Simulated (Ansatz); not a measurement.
Nudged elastic band run: CH$_{5}$BOSi

Input file:

```yaml
crystal:
  periodic: [false, false, false]
  atoms:
    - { symbol: B, position_ang: [-0.098923, 1.292935, -0.326235] }
    - { symbol: C, position_ang: [0.362429, -0.143155, -0.16692] }
    - { symbol: O, position_ang: [1.530504, -0.631519, -0.69845] }
    - { symbol: Si, position_ang: [-0.72806, -1.16743, 0.76743] }
    - { symbol: H, position_ang: [0.580629, 2.079877, -0.951583] }
    - { symbol: H, position_ang: [-1.136153, 1.657099, 0.164488] }
    - { symbol: H, position_ang: [1.961517, 0.103169, -1.164285] }
    - { symbol: H, position_ang: [-0.499871, -2.609685, 1.063036] }
    - { symbol: H, position_ang: [-1.972072, -0.581292, 1.312518] }
basis:
  gaussian: { orbitals: cc-pVDZ }
hamiltonian:
  xc: b3lyp
neb:
  order_check: false
  images: 9
  f_tol: 0.03
  max_iterations: 35
  initial_path: idpp
  final_atoms:
    - { symbol: B, position_ang: [-0.09856038, 1.29301353, -0.32492361] }
    - { symbol: C, position_ang: [0.36319538, -0.14285401, -0.1663075] }
    - { symbol: O, position_ang: [1.53093766, -0.63232827, -0.69847856] }
    - { symbol: Si, position_ang: [-0.72846039, -1.1673665, 0.76647319] }
    - { symbol: H, position_ang: [0.57904201, 2.07921207, -0.95349343] }
    - { symbol: H, position_ang: [-1.13407326, 1.65782021, 0.16887041] }
    - { symbol: H, position_ang: [1.96071477, 0.10240509, -1.1653367] }
    - { symbol: H, position_ang: [-1.97008765, -0.57919214, 1.31460323] }
    - { symbol: H, position_ang: [-0.50270814, -2.61071097, 1.05859196] }
```

Command:

```bash
$ ansatz run input.yaml --threads 1 --pin off --max-ram 2048MiB --backend cpu --events-out ev --progress --plain --runs-dir out
```

Output, in part (warnings, iteration lines, the closing report on the highest movable image, with atoms numbered from 0):

```
NEB end point (image 0): max|allowed force component| = 1.214e-2 eV/Å (the criterion of neb.relax_end_points is 1.000e-2)
NEB end point (image 10): max|allowed force component| = 8.740e-3 eV/Å (the criterion of neb.relax_end_points is 1.000e-2)
NEB iter   1: max|band force component| = 1.868e0 eV/Å  barrier→ = 1.8564 eV  barrier← = 1.8564 eV  Δτ_max = 0.1992 Å  (372 SCF iters)
NEB iter   2: max|band force component| = 8.514e-1 eV/Å  barrier→ = 1.5739 eV  barrier← = 1.5739 eV  Δτ_max = 0.2000 Å  (287 SCF iters)
NEB iter   3: max|band force component| = 1.063e0 eV/Å  barrier→ = 1.3148 eV  barrier← = 1.3148 eV  Δτ_max = 0.1017 Å  (275 SCF iters)
NEB iter   4: max|band force component| = 9.424e-1 eV/Å  barrier→ = 1.1478 eV  barrier← = 1.1478 eV  Δτ_max = 0.1017 Å  (278 SCF iters)
NEB iter   5: max|band force component| = 8.437e-1 eV/Å  barrier→ = 0.9664 eV  barrier← = 0.9664 eV  Δτ_max = 0.1013 Å  (273 SCF iters)
NEB iter   6: max|band force component| = 9.450e-1 eV/Å  barrier→ = 0.7967 eV  barrier← = 0.7967 eV  Δτ_max = 0.1003 Å  (271 SCF iters)
NEB iter   7: max|band force component| = 8.686e-1 eV/Å  barrier→ = 0.6471 eV  barrier← = 0.6471 eV  Δτ_max = 0.1013 Å  (272 SCF iters)
NEB iter   8: max|band force component| = 1.814e0 eV/Å  barrier→ = 0.5710 eV  barrier← = 0.5710 eV  Δτ_max = 0.0505 Å  (261 SCF iters)
NEB iter   9: max|band force component| = 4.591e-1 eV/Å  barrier→ = 0.4393 eV  barrier← = 0.4393 eV  CI = image 4  Δτ_max = 0.0997 Å  (260 SCF iters)
NEB iter  10: max|band force component| = 6.980e-1 eV/Å  barrier→ = 0.4244 eV  barrier← = 0.4244 eV  CI = image 5  Δτ_max = 0.0499 Å  (256 SCF iters)
NEB iter  11: max|band force component| = 2.485e-1 eV/Å  barrier→ = 0.4160 eV  barrier← = 0.4160 eV  CI = image 4  Δτ_max = 0.0429 Å  (259 SCF iters)
NEB iter  12: max|band force component| = 2.018e-1 eV/Å  barrier→ = 0.4194 eV  barrier← = 0.4194 eV  CI = image 4  Δτ_max = 0.0386 Å  (256 SCF iters)
NEB iter  13: max|band force component| = 6.803e-2 eV/Å  barrier→ = 0.4157 eV  barrier← = 0.4157 eV  CI = image 4  Δτ_max = 0.0147 Å  (244 SCF iters)
NEB iter  14: max|band force component| = 2.437e-2 eV/Å  barrier→ = 0.4154 eV  barrier← = 0.4154 eV  CI = image 4  Δτ_max = 0.0000 Å  (468 SCF iters)
Total energy: -11717.64903222 eV, -430.6156594264 hartree
Atom 0 at     0.328250     1.050733     0.092336 Å, force     0.002213     0.000746    -0.012053 eV/Å
Atom 1 at     0.278418    -0.163673    -0.687335 Å, force    -0.003233    -0.001712     0.017594 eV/Å
Atom 2 at     0.939929    -0.790881    -1.693805 Å, force     0.004751    -0.003147    -0.015069 eV/Å
Atom 3 at    -0.780766    -0.696181     0.667026 Å, force     0.009851    -0.003326     0.000174 eV/Å
Atom 4 at     0.965176     2.040521     0.313654 Å, force     0.001328    -0.002158     0.000819 eV/Å
Atom 5 at    -0.668867     0.994353     0.955034 Å, force    -0.007890     0.005421     0.010915 eV/Å
Atom 6 at     1.579531    -0.160677    -2.063412 Å, force     0.000806    -0.000478     0.003269 eV/Å
Atom 7 at    -0.368018    -1.681330     1.727620 Å, force     0.000706     0.004448    -0.005578 eV/Å
Atom 8 at    -2.273653    -0.592866     0.688880 Å, force    -0.008531     0.000204    -0.000071 eV/Å
Dipole moment:     0.004007    -0.029825     0.079522 e Å
```

The run converged. A vibrational analysis at the climbing image gives one clearly imaginary mode, 269i cm⁻¹: a first-order saddle point.

Final band (atoms are numbered from 1 in the order of the input):

| image | path coordinate (Å) | energy (eV) | dihedral O3–C2–Si4–H9 (°) |
| --- | --- | --- | --- |
| 0 | 0.00 | 0.00 | -180 |
| 1 | 0.72 | 0.03 | -169 |
| 2 | 1.44 | 0.10 | -154 |
| 3 | 2.17 | 0.27 | -130 |
| 4 | 2.89 | 0.42 | -102 |
| 5 | 3.54 | 0.40 | -74 |
| 6 | 4.20 | 0.39 | -45 |
| 7 | 4.85 | 0.21 | -22 |
| 8 | 5.50 | 0.08 | -11 |
| 9 | 6.15 | 0.02 | -6 |
| 10 | 6.81 | 0.00 | 0 |

Time of the run: 6.6 min on 1 thread of Arm Neoverse V2, with other jobs on the host, peak memory 0.17 GiB.
